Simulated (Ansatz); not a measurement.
One change: `[SiH3][SiH2][TeH]` becomes `O[SiH2][SiH3]`.

Ansatz, PBE0-D4/def2-TZVP geometries, multiplicity 1. Each molecule was computed in one conformer, which needn't be the lowest.

Elements past krypton have def2 core potentials.

```json
{"property": "LUMO energy (B3LYP/def2-TZVPP) / eV", "`[SiH3][SiH2][TeH]`": "-1.02"}
{"property": "HOMO–LUMO gap (B3LYP/def2-TZVPP) / eV", "`[SiH3][SiH2][TeH]`": "5.30"}
{"property": "HOMO energy (ωB97M-V/def2-TZVPP) / eV", "`[SiH3][SiH2][TeH]`": "-8.62"}
{"property": "HOMO energy (PBE/def2-TZVPP) / eV", "`[SiH3][SiH2][TeH]`": "-5.52"}
{"property": "HOMO–LUMO gap (ωB97M-V/def2-TZVPP) / eV", "`[SiH3][SiH2][TeH]`": "9.53"}
{"property": "HOMO–LUMO gap (PBE0/def2-TZVPP) / eV", "`[SiH3][SiH2][TeH]`": "5.73"}
```

(1) Give the same properties after the change, and the shifts. (An estimate is asked.)

## Answers

(1) The calculation gave: 
```tsv
property	`O[SiH2][SiH3]`	shift
LUMO energy (B3LYP/def2-TZVPP) / eV	-0.69	0.33
HOMO–LUMO gap (B3LYP/def2-TZVPP) / eV	6.98	1.68
HOMO energy (ωB97M-V/def2-TZVPP) / eV	-9.94	-1.32
HOMO energy (PBE/def2-TZVPP) / eV	-6.63	-1.11
HOMO–LUMO gap (ωB97M-V/def2-TZVPP) / eV	11.16	1.63
HOMO–LUMO gap (PBE0/def2-TZVPP) / eV	7.39	1.66
```

With PBE0 the HOMO falls by 1.32 eV and the LUMO rises by 0.34 eV, so the gap widens by about 1.66 eV. PBE moves the HOMO by -1.11 eV and ωB97M-V by -1.32 eV.

B3LYP here is the variant with VWN-RPA as its local correlation; programs differ in this.

Spin–orbit coupling is left out; it splits and shifts lone-pair levels of the heavy atoms by tenths of an eV.
